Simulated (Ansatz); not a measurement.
C5H7ClFGaO2 (`CC1=CC(C)=[O+][Ga-]([F])([Cl])[O]1`), 17 atoms. Charge 0, multiplicity 1. Correlated methods include outer-core shells of Ga, which these sets cover unevenly. Scalar relativity is left out up to krypton. Hardware: A = 4 threads of an AMD EPYC 7R13 on a shared host and a share of an NVIDIA H100 80 GB; B = 4 threads of an AMD EPYC 7R13 on a shared host. Correlated methods freeze the cores.

(1) Give the basis size and wall time and peak host memory of each of these runs in Ansatz. RKS PBE0-D4/def2-SVP energy [B]; RHF-CCSD(T)/def2-SVP energy [A]; RKS PBE0-D4/def2-QZVPP energy [A]; RKS BLYP-D4/def2-TZVPP energy [A]; direct RPA on PBE orbitals/def2-TZVPP energy [A]; RKS r2SCAN-D4/def2-TZVPP energy and forces [A]; RKS ωB97X-V/def2-TZVPP energy [A]; RHF-CCSD(T)/def2-TZVPP energy [A]; RHF-MP2/def2-QZVPP energy [A]; RKS ωB97M-V/def2-QZVPP energy [A]; RKS PBE-QIDH (frozen core)/def2-TZVPP energy [A]; RKS PBE0-D4/def2-TZVP relaxation (33 steps) [A]. (An estimate is asked.)

## Answers

(1) Computed: Other jobs shared the machine, so times are rough.

```
                                level                        job  functions  wall time  peak host memory (GiB)
               RKS BLYP-D4/def2-TZVPP                 energy [A]        436      2.2 s                    0.96
             RKS r2SCAN-D4/def2-TZVPP      energy and forces [A]        436      2.8 s                       1
direct RPA on PBE orbitals/def2-TZVPP                 energy [A]        436      3.2 s                     2.1
                 RKS PBE0-D4/def2-SVP                 energy [B]        197      3.7 s                    0.91
               RKS PBE0-D4/def2-QZVPP                 energy [A]        825      3.8 s                     1.4
               RKS ωB97M-V/def2-QZVPP                 energy [A]        825      5.5 s                     1.6
                 RHF-CCSD(T)/def2-SVP                 energy [A]        197      6.5 s                    0.91
               RKS ωB97X-V/def2-TZVPP                 energy [A]        436      6.5 s                     1.1
RKS PBE-QIDH (frozen core)/def2-TZVPP                 energy [A]        436      6.5 s                     2.1
                   RHF-MP2/def2-QZVPP                 energy [A]        825       11 s                     1.5
               RHF-CCSD(T)/def2-TZVPP                 energy [A]        436       53 s                    0.94
                RKS PBE0-D4/def2-TZVP  relaxation (33 steps) [A]        375       92 s                     1.1
```
